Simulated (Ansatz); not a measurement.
Two spin states of Li₂-, each at its own minimum; 2S+1 = 2, 4 were tried, and our sources give no spin for the ground state.

Each state is the lowest solution found for its spin in def2 and cc sets.

Correlated levels freeze the inner cores; with def2 sets outer-core shells near the valence are correlated too.

Codes used: Ansatz (Gaussian orbitals). 

PBE/def2-TZVPP gives 123.9 kJ/mol for the energy of the multiplicity-4 state above the multiplicity-2 state.

**Question.** Predict the shift from PBE, with its sign, for: PBE0/def2-TZVPP, wB97X-V/def2-TZVPP, CCSD(T)/def2-TZVPP.

**Answer.** PBE0/def2-TZVPP -2.6; wB97X-V/def2-TZVPP -3.9; CCSD(T)/def2-TZVPP 11.5 kJ/mol. 1 of 3 lie above PBE; the widest gap is to CCSD(T)/def2-TZVPP.

Doubts at one or more of the structures used: a spin-contaminated determinant (CCSD(T)/def2-TZVPP); T1 above 0.05 (CCSD(T)/def2-TZVPP).

Ansatz is an electronic-structure program.
